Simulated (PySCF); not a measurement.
Ga(I)2(Me) (CH₃GaI₂), SMILES [I][Ga]([CH3])[I]. Atoms are numbered in the order given.

```xyz
7

Ga     0.6843    -0.2052     0.4272
I     -1.3136    -1.6900     0.3422
I      0.5043     1.9317    -0.8404
C      2.3037    -0.6868     1.4046
H      2.7126     0.1993     1.9106
H      3.0521    -1.0524     0.6845
H      2.0918    -1.4784     2.1359
```
Charge 0, spin multiplicity 1.

Coordinates come from a PBE0-D3(BJ)/def2-SVP optimisation. The def2 effective core potentials stand for the cores of I; spin–orbit coupling is left out.

The numbers are results of PySCF with PBE0/def2-TZVP, not measurements.

Gas-phase values at a fixed geometry.

Computed frontier levels, gap, dipole moment and polarisability:
```yaml
highest_occupied_level: -7.52 eV
lowest_empty_level: -1.63 eV
orbital_gap: 5.89 eV
dipole_moment: 2.12 D
quadrupole, principal values (traceless, Buckingham form, about the centre of nuclear charge): -5.27, 1.46, 3.81 D·Å
mean_static_polarisability: 107.6 bohr³ (15.95 Å³)
polarisability_principal_values: 73.8, 109.8, 139.2 bohr³
```
